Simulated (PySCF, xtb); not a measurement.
ClH6NSi2, SMILES N[SiH2][SiH2]Cl.

GFN2-xTB run with xtb 6.7.1 at its own geometry gives an orbital gap of 4.18 eV and a dipole moment of 1.48 D.

Coordinates come from a B3LYP-D3(BJ)/def2-SVP optimisation. The structure was generated by enumeration, and PubChem lists no compound with its InChIKey, so it may never have been made. One conformer was computed; it need not be the lowest.

Question: What does ωB97X/def2-TZVP (PySCF) give? (An estimate is asked for; the answer gives what the named calculation found.)

Answer: gap 10.83 eV (levels -9.51 and 1.32 eV), dipole 1.55 D.
